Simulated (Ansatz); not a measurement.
The cluster Be2I2⁺ (the lowest doublet isomer of a short search), 4 atoms. Hardware: 4 threads of Arm Neoverse N1 on a shared host.

In the def2 sets I takes a core potential; there is no spin–orbit coupling. Correlated methods freeze 8 core orbitals; core or outer-core shells of I are correlated, in sets that lack core-valence functions.

(1) How many basis functions does each of these Ansatz runs have, and roughly what does it cost? CAM-B3LYP-D4/def2-TZVP, charge 1 quartet, energy, from earlier orbitals; ωB97M-V/def2-TZVP, charge 1 doublet, energy, from earlier orbitals; PBE with 15 % exact exchange/def2-TZVP, charge 1 quartet, energy, from earlier orbitals; CCSD(T)/def2-TZVPP, charge 1 doublet, energy, from earlier orbitals; PBE with 35 % exact exchange/def2-TZVP, charge 1 doublet, energy, from earlier orbitals; PBE with 15 % exact exchange/def2-TZVP, charge 1 doublet, energy, from earlier orbitals; PBE-D4/def2-TZVP, charge 1 quartet, energy, from earlier orbitals; PBE0-D4/def2-TZVP, charge 1 quartet, energy, from earlier orbitals; PBE0-D4/def2-TZVP, charge 0 triplet at the geometry of the charge 1 doublet, energy; PBE with 10 % exact exchange/def2-TZVP, charge 1 doublet, energy, from earlier orbitals; PBE with 5 % exact exchange/def2-TZVP, charge 1 quartet, energy, from earlier orbitals; r2SCAN-D4/def2-TZVP, charge 0 triplet at the geometry of the charge 1 doublet, energy, from earlier orbitals.

Answers

(1) Other jobs shared the machine, so times can vary by a factor of up to 3. A dash marks memory too small to be measured apart from the calling script's.

```json
{"run": "PBE-D4/def2-TZVP, charge 1 quartet, energy, from earlier orbitals", "functions": "138", "fitting or Cholesky vectors": "1016", "wall time": "3.7 s", "peak host memory (GiB)": "–"}
{"run": "PBE with 35 % exact exchange/def2-TZVP, charge 1 doublet, energy, from earlier orbitals", "functions": "138", "fitting or Cholesky vectors": "1184", "wall time": "4.1 s", "peak host memory (GiB)": "–"}
{"run": "PBE with 15 % exact exchange/def2-TZVP, charge 1 doublet, energy, from earlier orbitals", "functions": "138", "fitting or Cholesky vectors": "1060", "wall time": "4.1 s", "peak host memory (GiB)": "–"}
{"run": "PBE with 10 % exact exchange/def2-TZVP, charge 1 doublet, energy, from earlier orbitals", "functions": "138", "fitting or Cholesky vectors": "1016", "wall time": "4.2 s", "peak host memory (GiB)": "–"}
{"run": "PBE with 5 % exact exchange/def2-TZVP, charge 1 quartet, energy, from earlier orbitals", "functions": "138", "fitting or Cholesky vectors": "1016", "wall time": "4.7 s", "peak host memory (GiB)": "–"}
{"run": "PBE0-D4/def2-TZVP, charge 0 triplet at the geometry of the charge 1 doublet, energy", "functions": "138", "fitting or Cholesky vectors": "1118", "wall time": "5.5 s", "peak host memory (GiB)": "–"}
{"run": "PBE with 15 % exact exchange/def2-TZVP, charge 1 quartet, energy, from earlier orbitals", "functions": "138", "fitting or Cholesky vectors": "1060", "wall time": "5.5 s", "peak host memory (GiB)": "–"}
{"run": "PBE0-D4/def2-TZVP, charge 1 quartet, energy, from earlier orbitals", "functions": "138", "fitting or Cholesky vectors": "1118", "wall time": "6 s", "peak host memory (GiB)": "–"}
{"run": "r2SCAN-D4/def2-TZVP, charge 0 triplet at the geometry of the charge 1 doublet, energy, from earlier orbitals", "functions": "138", "fitting or Cholesky vectors": "1016", "wall time": "8 s", "peak host memory (GiB)": "–"}
{"run": "CAM-B3LYP-D4/def2-TZVP, charge 1 quartet, energy, from earlier orbitals", "functions": "138", "fitting or Cholesky vectors": "1104", "wall time": "13 s", "peak host memory (GiB)": "0.68"}
{"run": "ωB97M-V/def2-TZVP, charge 1 doublet, energy, from earlier orbitals", "functions": "138", "fitting or Cholesky vectors": "1060", "wall time": "14 s", "peak host memory (GiB)": "0.66"}
{"run": "CCSD(T)/def2-TZVPP, charge 1 doublet, energy, from earlier orbitals", "functions": "138", "fitting or Cholesky vectors": "1274", "wall time": "3.5 min", "peak host memory (GiB)": "2.9"}
```
